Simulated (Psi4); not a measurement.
C₄H₃O (SMILES [c]1ccoc1), doublet, at a GFN2-xTB geometry; PBE/def2-QZVP (Psi4).

The Psi4 input:
```
memory 2 GB

molecule mol {
0 2
O     0.003210    0.037124    1.100777
C    -0.004705    1.132784    0.306132
C     0.006077   -1.038904    0.290733
C    -0.006685    0.732466   -0.983357
C     0.000199   -0.672687   -1.022982
H    -0.008057    2.094604    0.774367
H     0.012330   -2.003975    0.757835
H     0.000727   -1.309578   -1.881567
}

set {
  basis def2-qzvp
  reference uks
}

energy('pbe')
print_variables()
```

It wrote (shortened):

```
   => Loading Basis Set <=

    Name: DEF2-QZVP
    Role: ORBITAL
    Keyword: BASIS

         ---------------------------------------------------------
                                   SCF
               by Justin Turney, Rob Parrish, Andy Simmonett
                          and Daniel G. A. Smith
                              UKS Reference
         ---------------------------------------------------------

  ==> Geometry <==

    Molecular point group: c1
    Full point group: C1

    Geometry (in Angstrom), charge = 0, multiplicity = 2:

       Center              X                  Y                   Z               Mass
    ------------   -----------------  -----------------  -----------------  -----------------
         O            0.003284385537     0.019080953901     1.095688137984    15.994914619570
         C           -0.004630614463     1.114740953901     0.301043137984    12.000000000000
         C            0.006151385537    -1.056947046099     0.285644137984    12.000000000000
         C           -0.006610614463     0.714422953901    -0.988445862016    12.000000000000
         C            0.000273385537    -0.690730046099    -1.028070862016    12.000000000000
         H           -0.007982614463     2.076560953901     0.769278137984     1.007825032230
         H            0.012404385537    -2.022018046099     0.752746137984     1.007825032230
         H            0.000801385537    -1.327621046099    -1.886655862016     1.007825032230

  Running in c1 symmetry.

  Rotational constants: A =      0.35838  B =      0.31328  C =      0.16716 [cm^-1]
  Rotational constants: A =  10743.83346  B =   9391.90576  C =   5011.24246 [MHz]
  Nuclear repulsion =  153.517591331205949

  Charge       = 0
  Multiplicity = 2
  Electrons    = 35
  Nalpha       = 18
  Nbeta        = 17

  ==> Algorithm <==

  SCF Algorithm Type is DF.
  DIIS enabled.
  MOM disabled.
  Fractional occupation disabled.
  Guess Type is SAD.
  Energy threshold   = 1.00e-06
  Density threshold  = 1.00e-06
  Integral threshold = 1.00e-12

  ==> Primary Basis <==

  Basis Set: DEF2-QZVP
    Blend: DEF2-QZVP
    Number of shells: 115
    Number of basis functions: 375
    Number of Cartesian functions: 465
    Spherical Harmonics?: true
    Max angular momentum: 4

  ==> DFT Potential <==

   => LibXC <=

    Version 7.1.2
    S. Lehtola, C. Steigemann, M. J. T. Oliveira, and M. A. L. Marques,  SoftwareX 7, 1–5 (2018) (10.1016/j.softx.2017.11.002)

   => Composite Functional: PBE <=

    PBE GGA Exchange-Correlation Functional

    J.P. Perdew et. al., Phys. Rev. Lett., 77(18), 3865-3868, 1996

    Deriv               =              1
    GGA                 =           TRUE
    Meta                =          FALSE

    Exchange Hybrid     =          FALSE
    MP2 Hybrid          =          FALSE

   => Exchange Functionals <=

    1.0000     XC_GGA_X_PBE

   => Correlation Functionals <=

    1.0000     XC_GGA_C_PBE

   => LibXC Density Thresholds  <==

    XC_GGA_C_PBE:  1.00E-12
    XC_GGA_X_PBE:  1.00E-15

   => Molecular Quadrature <=

    Radial Scheme          =       TREUTLER
    Pruning Scheme         =           NONE
    Nuclear Scheme         =       TREUTLER

    Blocking Scheme        =         OCTREE
    BS radius alpha        =              1
    Pruning alpha          =              1
    Radial Points          =             75
    Spherical Points       =            302
    Total Points           =         172304
    Total Blocks           =           1333
    Max Points             =            256
    Max Functions          =            373
    Weights Tolerance      =       1.00E-15

   => Loading Basis Set <=

    Name: (DEF2-QZVP AUX)
    Role: JKFIT
    Keyword: DF_BASIS_SCF

  ==> Integral Setup <==

  SCF_SUBTYPE=INCORE selected. In-core MEM_DF algorithm will be used.
  Using in-core AOs.

  ==> MemDFJK: Density-Fitted J/K Matrices <==

    J tasked:                   Yes
    K tasked:                    No
    wK tasked:                   No
    Algorithm:                 Core
    Schwarz Cutoff:           1E-12
    Mask sparsity (%):       2.9525
    Fitting Condition:        1E-10

   => Auxiliary Basis Set <=

  Basis Set: (DEF2-QZVP AUX)
    Blend: DEF2-UNIVERSAL-JKFIT
    Number of shells: 143
    Number of basis functions: 431
    Number of Cartesian functions: 509
    Spherical Harmonics?: true
    Max angular momentum: 4

  Minimum eigenvalue in the overlap matrix is 3.8796418728E-05.
  Reciprocal condition number of the overlap matrix is 3.8088252712E-06.
    Using symmetric orthogonalization.

  ==> Pre-Iterations <==

  SCF Guess: Superposition of Atomic Densities via on-the-fly atomic UHF (no occupation information).

   -------------------------
    Irrep   Nso     Nmo
   -------------------------
     A        375     375
   -------------------------
    Total     375     375
   -------------------------

  ==> Iterations <==

                           Total Energy        Delta E     RMS |[F,P]|

   @DF-UKS iter SAD:  -228.88467522488870   -2.28885e+02   0.00000e+00
   @DF-UKS iter   1:  -228.68042911746119    2.04246e-01   2.58170e-03 DIIS/ADIIS
   @DF-UKS iter   2:  -227.92793653135965    7.52493e-01   3.94440e-03 DIIS/ADIIS
   @DF-UKS iter   3:  -229.12339231142104   -1.19546e+00   6.99090e-04 DIIS/ADIIS
   @DF-UKS iter   4:  -229.11711235959658    6.27995e-03   7.65539e-04 DIIS/ADIIS
   @DF-UKS iter   5:  -229.15422160507740   -3.71092e-02   1.01922e-04 DIIS/ADIIS
   @DF-UKS iter   6:  -229.15476576499444   -5.44160e-04   3.42559e-05 DIIS
   @DF-UKS iter   7:  -229.15482933578164   -6.35708e-05   1.26664e-05 DIIS
   @DF-UKS iter   8:  -229.15483907844646   -9.74266e-06   2.75158e-06 DIIS
   @DF-UKS iter   9:  -229.15483932365890   -2.45212e-07   2.50656e-06 DIIS
   @DF-UKS iter  10:  -229.15483984640139   -5.22742e-07   5.40328e-07 DIIS
  Energy and wave function converged.

  ==> Post-Iterations <==

   Electrons on quadrature grid:
      Nalpha   =   18.0000002169 ; deviation = 2.169e-07
      Nbeta    =   17.0000014617 ; deviation = 1.462e-06
      Ntotal   =   35.0000016787 ; deviation = 1.679e-06

   @Spin Contamination Metric:   6.163227418E-03
   @S^2 Expected:                7.500000000E-01
   @S^2 Observed:                7.561632274E-01
   @S   Expected:                5.000000000E-01
   @S   Observed:                5.000000000E-01

    Orbital Energies [Eh]
    ---------------------

    Alpha Occupied:

[...]
    Alpha Virtual:

[...]
    Beta Occupied:

[...]
    Beta Virtual:

[...]
     375A    252.503646

    Final Occupation by Irrep:
              A
    DOCC [    17 ]
    SOCC [     1 ]
    NA   [    18 ]
    NB   [    17 ]

  @DF-UKS Final Energy:  -229.15483984640139

   => Energetics <=

    Nuclear Repulsion Energy =            153.5175913312059492
    One-Electron Energy =                -613.7419912085091482
    Two-Electron Energy =                 262.1784250455034453
    DFT Exchange-Correlation Energy =     -31.1088650146016228
    Empirical Dispersion Energy =           0.0000000000000000
    VV10 Nonlocal Energy =                  0.0000000000000000
    Total Energy =                       -229.1548398464013871

  UHF NO Occupations:
  HONO-2 :   16  A 1.9995238
  HONO-1 :   17  A 1.9977802
  HONO-0 :   18  A 1.0000000
  LUNO+0 :   19  A 0.0022198
  LUNO+1 :   20  A 0.0004762
  LUNO+2 :   21  A 0.0002742
  LUNO+3 :   22  A 0.0000515

Computation Completed

Properties will be evaluated at   0.000000,   0.000000,   0.000000 [a0]

Properties computed using the SCF density matrix

 Multipole Moments:

 ------------------------------------------------------------------------------------
     Multipole            Electronic (a.u.)      Nuclear  (a.u.)        Total (a.u.)
 ------------------------------------------------------------------------------------

 L = 1.  Multiply by 2.5417464519 to convert [e a0] to [Debye]
 Dipole X            :         -0.0035810            0.0049123            0.0013313
 Dipole Y            :          0.9562393           -1.1933802           -0.2371409
 Dipole Z            :          0.3849049           -0.3365662            0.0483387
 Magnitude           :                                                    0.2420211

 ------------------------------------------------------------------------------------

  Variable Map:
  ----------------------------------------------------------------------------
[...]
  Array Variable Map:
  ----------------------------------------------------------------------------
[...]
[...]
```
